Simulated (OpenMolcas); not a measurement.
Ir6+: effect of the active space

| Quantity | Value |
| --- | --- |
| Program | OpenMolcas |
| Method | XMS-CASPT2, IPEA 0.25 Eh, imaginary shift 0.1 Eh |
| Basis | ANO-RCC-VTZP |
| Scalar Hamiltonian | DKH2, point nucleus |
| Spin-orbit coupling | RASSI with atomic mean-field integrals over the reference wave functions, term energies averaged over their components |

A. 3 electrons in 5 orbitals (5d); 2S+1 = 4 even, 10 roots; 2S+1 = 2 even, 40 roots; closed shells correlated: 5s 5p; CASPT2 step roughly 9 core-seconds
B. 3 electrons in 10 orbitals (5d 6d); 2S+1 = 4 even, 10 roots; 2S+1 = 2 even, 40 roots; closed shells correlated: 5s 5p; CASPT2 step of the order of 5 core-minutes

Energies in cm⁻¹ above 5d³ ⁴F_3/2.

| Level | A | B |
| --- | --- | --- |
| 5d³ ⁴F_3/2 | 0.0 | 0.0 |
| 5d³ ⁴F_5/2 | 8460 | 8370 |
| 5d³ ⁴F_7/2 | 14620 | 14560 |
| 5d³ ⁴P_1/2 [67 %] | 19880 | 19860 |
| 5d³ ²G_7/2 | 27930 | 28120 |
| 5d³ ²H_9/2 [55 %] | 29450 | 29470 |
| 5d³ ⁴P_5/2 | 29810 | 29880 |
| 5d³ ²P_1/2 [67 %] | 35070 | 35190 |
| 5d³ ²H_11/2 | 38710 | 38990 |
| 5d³ ²D_5/2(1) | 41350 | 41940 |
| 5d³ ²G_9/2 [58 %] | 45370 | 45680 |
| 5d³ ²F_5/2 | 46470 | 46830 |
| 5d³ ²F_7/2 | 47870 | 48210 |
| 5d³ ²P_3/2 [56 %] | 48930 | 49220 |
| 5d³ ²D_3/2(2) | 69900 | 70020 |
| 5d³ ²D_5/2(2) | 71550 | 71760 |

Between A and B the level of the table that moves most is 5d³ ²D_5/2(1), by 590 cm-1 (lowest in A, highest in B). Moves below CASPT2's spread within the term are not significant.

CASPT2 does not keep the components of a term degenerate, so their means are used; among the terms shown or strongly mixed into the levels shown the widest spread is 1100 cm-1 (5d³ ⁴F, A). Active for correlation alone: 6d; no level in the range computed is led by a configuration that fills it, so any true level of that kind is missing (holds for B). Levels of configurations outside the active space are missing. Levels that lie high or do not pair safely by name in every column are left out.

A share in square brackets marks a mixed level and gives the weight of the term that names it, the lowest over the columns. A number in round brackets counts repeated terms of one configuration in the order of the reference energies.
